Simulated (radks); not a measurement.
Question: Al IV, 10 electrons, occupied as [Ne]. All-electron calculation, scalar-relativistic Kohn-Sham, exchange-only LDA, spin-polarised, spherical densities, finite nucleus; Fermi nuclear charge, rms radius 3.061 fm. Program: a radial shooting solver on a logarithmic mesh with Libxc functionals. Some entries of the table are withheld. Estimate them.

orbital,occ.,eigenvalue (eV),<r> (bohr),<r^2> (bohr^2)
1s,2,-1537.282,0.1206,(1)
2s,2,-139.9407,0.6264,0.4699
2p,6,-102.1586,0.5990,(2)

Answer: 
(1) 1s <r^2> (bohr^2): 0.01960
(2) 2p <r^2> (bohr^2): 0.4546
